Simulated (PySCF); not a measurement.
# Frontier orbitals and the lowest excitations

Species: C₅H₅FN₂O₂.
Z-matrix (Å and degrees, PBE0-D3(BJ)/def2-SVP geometry), rows numbered from 1:
```
O 
C   1  1.2042
N   2  1.3855  1  124.37
N   3  1.3560  2  117.83  1  -176.84
C   4  1.2990  3  103.84  2   179.55
F   5  1.3096  4  120.83  3   179.99
C   5  1.4226  4  113.63  3    -0.25
C   7  1.3706  5  104.23  4     0.24
C   8  1.5007  3  123.97  2     1.94
O   9  1.3898  8  114.15  3   -60.19
H   2  1.1088  1  124.97  3   179.84
H   7  1.0868  5  127.94  4  -179.76
H   9  1.1001  8  106.76  3  -179.60
H   9  1.1088  8  108.42  3    65.87
H  10  0.9702  9  105.91  8    73.01
```

Computed with PySCF, TDDFT B3LYP/def2-SVPD, vertical, gas phase, core orbitals frozen in the response.

Frontier orbitals with the atoms that hold most of them (Löwdin shares over 4%, at most four atoms; ? is withheld):

```
orbital  ε (eV)                            atoms
 HOMO-3   -8.86  O1 58%, C2 12%, O10 12%, H11 6%
 HOMO-2   -8.21   C7 28%, N3 21%, C5 14%, O1 10%
 HOMO-1   -8.18   O10 60%, C9 12%, C8 7%, H14 6%
   HOMO       ?                                ?
   LUMO   -2.30    C2 25%, O1 21%, C8 13%, C7 9%
 LUMO+1   -0.08   N3 19%, C2 17%, N4 12%, C8 11%
 LUMO+2    0.28   C5 15%, C7 14%, C2 12%, C9 11%
```

**Question.** Which atoms hold the HOMO, and with what shares?

**Answer.** N4 (bonded to C and N) 30%; C8 (bonded to 2 C and N) 19%; C5 (bonded to C, F and N) 11%; O10 (bonded to C and H) 10%. By element: nitrogen 30% or more, carbon 30% or more, oxygen 10% or more.

**Question.** What is the HOMO energy, and the HOMO–LUMO gap?

**Answer.** ε(HOMO) = -7.96 eV; the gap is 5.65 eV (0.2078 hartree).

**Question.** The HOMO–LUMO gap is 5.65 eV. Where does the response calculation put the lowest singlet, and from which orbitals?

**Answer.** S1 is at 4.81 eV (f = 0.0034), 0.84 eV below the gap, made of HOMO-1→LUMO (61%), HOMO-3→LUMO (22%), HOMO→LUMO (15%). Its leading pair isn't HOMO and LUMO; the energies of that pair differ by 5.88 eV. Without the coupling terms of the response equations the lowest excitation would equal the gap.

Next come S2 at 4.99 eV (f 0.023), HOMO→LUMO (80%), HOMO-3→LUMO (11%); S3 at 5.10 eV (f 0.0034), HOMO-3→LUMO (62%), HOMO-1→LUMO (32%); S4 at 5.54 eV (f 0.274), HOMO-2→LUMO (94%); S5 at 5.91 eV (f 0.0034), HOMO-4→LUMO (97%).

One conformer stands for the species.
